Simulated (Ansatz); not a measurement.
Ansatz (a quantum-chemistry and plane-wave program) input file for B(F)(Et)(NH2) (C₂H₇BFN), SMILES CCB(N)F, PBE-D3(BJ)/def2-SVP. 

Ansatz 0.2 input:
```yaml
crystal:
  periodic: [false, false, false]
  atoms:
    - {symbol: B, position_ang: [-0.12406239, 0.38713845, 0.41970163]}
    - {symbol: F, position_ang: [-1.30663107, -0.16490690, 0.78143765]}
    - {symbol: C, position_ang: [0.42147956, 0.11098946, -1.03859351]}
    - {symbol: C, position_ang: [0.37315357, -1.37366577, -1.42623054]}
    - {symbol: H, position_ang: [1.44340835, 0.51026971, -1.15841094]}
    - {symbol: H, position_ang: [-0.21260570, 0.69040500, -1.73616672]}
    - {symbol: H, position_ang: [-0.64732099, -1.77479928, -1.32297132]}
    - {symbol: H, position_ang: [1.02912429, -1.97879921, -0.77844864]}
    - {symbol: H, position_ang: [0.69512255, -1.53828650, -2.46713243]}
    - {symbol: N, position_ang: [0.53325881, 1.17768553, 1.37485407]}
    - {symbol: H, position_ang: [0.14802283, 1.34881264, 2.29573217]}
    - {symbol: H, position_ang: [1.42362977, 1.62312645, 1.20091651]}
basis:
  gaussian:
    orbitals: def2-SVP
hamiltonian:
  xc: pbe
  dispersion: d3bj
relax: {f_tol: 0.002, max_steps: 200}
```

Program output:

```
WARN ansatz: RAYON_NUM_THREADS=1 ignored (pool sized by the plan → 1); use --threads N
Functional definition: PBE
integrals: 0.05 GiB planned
1196 factors; their error is unknown
mean field: 0.28 GiB planned
mean field evaluation 1: about -7046.5761 eV, gradient 7.9e1 eV
mean field evaluation 2: about -7024.5171 eV, gradient 1.2e2 eV
mean field evaluation 4: about -7060.5580 eV, gradient 9.4e0 eV
mean field evaluation 8: about -7060.7203 eV, gradient 2.1e-1 eV
mean field evaluation 16: about -7060.6679 eV, gradient 1.6e-4 eV
mean field -7060.66789578 eV, -259.4747592775 hartree, gradient 5.4e-5 eV, S^2 0.000000; 0 other end points of the search recorded, 0 dependent functions left out
the calculation of the forces begins
reference -7060.66793034 eV, -259.4747605475 hartree; 20, 20 occupied and 85, 85 virtual orbitals, 1196 factors
relax step   1: F+E_penalty+E_count = -7060.86851548 eV  Δ(F+E_penalty+E_count) = +0.000e0 eV  max|allowed force component| = 3.158e-1 eV/Å  Δτ_max = 0.0000 Å  (27 SCF iters, accepted)
these checks for a lower state are left out or cut short: starts, cluster_reference, orbital_swaps, neighbouring_geometries, increment
integrals: 0.05 GiB planned
1196 factors; their error is unknown
mean field: 0.28 GiB planned
mean field -7060.67650976 eV, -259.4750758352 hartree, gradient 1.2e-5 eV, S^2 0.000000; 0 other end points of the search recorded, 0 dependent functions left out
the calculation of the forces begins
reference -7060.67654441 eV, -259.4750771086 hartree; 20, 20 occupied and 85, 85 virtual orbitals, 1196 factors
relax step   2: F+E_penalty+E_count = -7060.87661425 eV  Δ(F+E_penalty+E_count) = -8.099e-3 eV  max|allowed force component| = 8.863e-2 eV/Å  Δτ_max = 0.0110 Å  (31 SCF iters, accepted)
these checks for a lower state are left out or cut short: starts, cluster_reference, orbital_swaps, neighbouring_geometries, increment
integrals: 0.05 GiB planned
1196 factors; their error is unknown
mean field: 0.28 GiB planned
mean field evaluation 32: about -7060.6775 eV, gradient 1.2e-5 eV
mean field -7060.67751063 eV, -259.4751126167 hartree, gradient 1.2e-5 eV, S^2 0.000000; 0 other end points of the search recorded, 0 dependent functions left out
the calculation of the forces begins
reference -7060.67754531 eV, -259.4751138909 hartree; 20, 20 occupied and 85, 85 virtual orbitals, 1196 factors
relax step   3: F+E_penalty+E_count = -7060.87737989 eV  Δ(F+E_penalty+E_count) = -7.656e-4 eV  max|allowed force component| = 3.823e-2 eV/Å  Δτ_max = 0.0106 Å  (31 SCF iters, accepted)
these checks for a lower state are left out or cut short: starts, cluster_reference, orbital_swaps, neighbouring_geometries, increment
integrals: 0.05 GiB planned
1196 factors; their error is unknown
mean field: 0.28 GiB planned
mean field -7060.67752945 eV, -259.4751133080 hartree, gradient 1.2e-5 eV, S^2 0.000000; 0 other end points of the search recorded, 0 dependent functions left out
the calculation of the forces begins
reference -7060.67756413 eV, -259.4751145827 hartree; 20, 20 occupied and 85, 85 virtual orbitals, 1196 factors
relax step   4: F+E_penalty+E_count = -7060.87737999 eV  Δ(F+E_penalty+E_count) = -9.734e-8 eV  max|allowed force component| = 3.328e-2 eV/Å  Δτ_max = 0.0069 Å  (30 SCF iters, accepted)
these checks for a lower state are left out or cut short: starts, cluster_reference, orbital_swaps, neighbouring_geometries, increment
integrals: 0.05 GiB planned
1196 factors; their error is unknown
mean field: 0.28 GiB planned
mean field -7060.67759062 eV, -259.4751155562 hartree, gradient 2.0e-5 eV, S^2 0.000000; 0 other end points of the search recorded, 0 dependent functions left out
the calculation of the forces begins
reference -7060.67762530 eV, -259.4751168306 hartree; 20, 20 occupied and 85, 85 virtual orbitals, 1196 factors
relax step   5: F+E_penalty+E_count = -7060.87746160 eV  Δ(F+E_penalty+E_count) = -8.161e-5 eV  max|allowed force component| = 4.620e-3 eV/Å  Δτ_max = 0.0029 Å  (23 SCF iters, accepted)
these checks for a lower state are left out or cut short: starts, cluster_reference, orbital_swaps, neighbouring_geometries, increment
integrals: 0.05 GiB planned
1196 factors; their error is unknown
mean field: 0.28 GiB planned
mean field -7060.67762168 eV, -259.4751166974 hartree, gradient 1.6e-5 eV, S^2 0.000000; 0 other end points of the search recorded, 0 dependent functions left out
the calculation of the forces begins
reference -7060.67765635 eV, -259.4751179717 hartree; 20, 20 occupied and 85, 85 virtual orbitals, 1196 factors
relax step   6: F+E_penalty+E_count = -7060.87747137 eV  Δ(F+E_penalty+E_count) = -9.776e-6 eV  max|allowed force component| = 6.322e-3 eV/Å  Δτ_max = 0.0036 Å  (22 SCF iters, accepted)
these checks for a lower state are left out or cut short: starts, cluster_reference, orbital_swaps, neighbouring_geometries, increment
integrals: 0.05 GiB planned
1196 factors; their error is unknown
mean field: 0.28 GiB planned
mean field -7060.67762967 eV, -259.4751169910 hartree, gradient 1.9e-5 eV, S^2 0.000000; 0 other end points of the search recorded, 0 dependent functions left out
the calculation of the forces begins
reference -7060.67766434 eV, -259.4751182652 hartree; 20, 20 occupied and 85, 85 virtual orbitals, 1196 factors
relax step   7: F+E_penalty+E_count = -7060.87748723 eV  Δ(F+E_penalty+E_count) = -1.586e-5 eV  max|allowed force component| = 5.346e-3 eV/Å  Δτ_max = 0.0046 Å  (23 SCF iters, accepted)
these checks for a lower state are left out or cut short: starts, cluster_reference, orbital_swaps, neighbouring_geometries, increment
integrals: 0.05 GiB planned
1196 factors; their error is unknown
mean field: 0.28 GiB planned
mean field evaluation 64: about -7060.6776 eV, gradient 1.2e-5 eV
mean field -7060.67762960 eV, -259.4751169884 hartree, gradient 1.2e-5 eV, S^2 0.000000; 0 other end points of the search recorded, 0 dependent functions left out
the calculation of the forces begins
reference -7060.67766426 eV, -259.4751182623 hartree; 20, 20 occupied and 85, 85 virtual orbitals, 1196 factors
relax step   8: F+E_penalty+E_count = -7060.87751707 eV  Δ(F+E_penalty+E_count) = -2.984e-5 eV  max|allowed force component| = 1.037e-2 eV/Å  Δτ_max = 0.0101 Å  (31 SCF iters, accepted)
these checks for a lower state are left out or cut short: starts, cluster_reference, orbital_swaps, neighbouring_geometries, increment
integrals: 0.05 GiB planned
1196 factors; their error is unknown
mean field: 0.28 GiB planned
mean field -7060.67761558 eV, -259.4751164735 hartree, gradient 1.2e-5 eV, S^2 0.000000; 0 other end points of the search recorded, 0 dependent functions left out
the calculation of the forces begins
reference -7060.67765023 eV, -259.4751177468 hartree; 20, 20 occupied and 85, 85 virtual orbitals, 1196 factors
relax step   9: F+E_penalty+E_count = -7060.87753670 eV  Δ(F+E_penalty+E_count) = -1.963e-5 eV  max|allowed force component| = 4.249e-3 eV/Å  Δτ_max = 0.0152 Å  (30 SCF iters, accepted)
these checks for a lower state are left out or cut short: starts, cluster_reference, orbital_swaps, neighbouring_geometries, increment
integrals: 0.05 GiB planned
1196 factors; their error is unknown
mean field: 0.28 GiB planned
mean field -7060.67761295 eV, -259.4751163766 hartree, gradient 1.2e-5 eV, S^2 0.000000; 0 other end points of the search recorded, 0 dependent functions left out
the calculation of the forces begins
reference -7060.67764759 eV, -259.4751176498 hartree; 20, 20 occupied and 85, 85 virtual orbitals, 1196 factors
relax step  10: F+E_penalty+E_count = -7060.87753973 eV  Δ(F+E_penalty+E_count) = -3.033e-6 eV  max|allowed force component| = 2.369e-3 eV/Å  Δτ_max = 0.0032 Å  (22 SCF iters, accepted)
these checks for a lower state are left out or cut short: starts, cluster_reference, orbital_swaps, neighbouring_geometries, increment
integrals: 0.05 GiB planned
1196 factors; their error is unknown
mean field: 0.28 GiB planned
mean field -7060.67761151 eV, -259.4751163236 hartree, gradient 1.4e-5 eV, S^2 0.000000; 0 other end points of the search recorded, 0 dependent functions left out
the calculation of the forces begins
reference -7060.67764615 eV, -259.4751175969 hartree; 20, 20 occupied and 85, 85 virtual orbitals, 1196 factors
relax step  11: F+E_penalty+E_count = -7060.87754077 eV  Δ(F+E_penalty+E_count) = -1.038e-6 eV  max|allowed force component| = 1.166e-3 eV/Å  Δτ_max = 0.0015 Å  (21 SCF iters, accepted)
integrals: 0.05 GiB planned
1196 factors; their error is unknown
mean field: 0.28 GiB planned
mean field evaluation 96: about -7060.6776 eV, gradient 4.6e-2 eV
mean field -7060.67761151 eV, -259.4751163236 hartree, gradient 1.4e-5 eV, S^2 0.000000; 1 other end points of the search recorded, 0 dependent functions left out
the calculation of the forces begins
reference -7060.67764615 eV, -259.4751175969 hartree; 20, 20 occupied and 85, 85 virtual orbitals, 1196 factors
Total energy: -7060.87757542 eV, -259.4824648618 hartree
Atom 0 at    -0.138251     0.398313     0.415647 Å, force    -0.001166     0.000016    -0.000837 eV/Å
Atom 1 at    -1.343569    -0.122186     0.770700 Å, force     0.000384     0.000312    -0.000003 eV/Å
Atom 2 at     0.411512     0.113851    -1.041027 Å, force    -0.000064    -0.000794     0.000649 eV/Å
Atom 3 at     0.383385    -1.375215    -1.424000 Å, force     0.000395     0.000314     0.000119 eV/Å
Atom 4 at     1.433506     0.531431    -1.169565 Å, force     0.000403    -0.000073    -0.000220 eV/Å
Atom 5 at    -0.234101     0.684443    -1.748481 Å, force    -0.000126     0.000275     0.000191 eV/Å
Atom 6 at    -0.635329    -1.797917    -1.309256 Å, force    -0.000181    -0.000016     0.000041 eV/Å
Atom 7 at     1.057998    -1.973647    -0.776635 Å, force     0.000080    -0.000152    -0.000016 eV/Å
Atom 8 at     0.699467    -1.544677    -2.473907 Å, force    -0.000034     0.000159     0.000021 eV/Å
Atom 9 at     0.538845     1.166530     1.380522 Å, force     0.000657     0.000205     0.000305 eV/Å
Atom 10 at     0.153371     1.347899     2.307780 Å, force    -0.000073    -0.000465     0.000088 eV/Å
Atom 11 at     1.449745     1.589146     1.212909 Å, force    -0.000274     0.000220    -0.000338 eV/Å
Dipole moment:     0.355353     0.275422     0.153681 e Å
```

Self-consistency was reached.
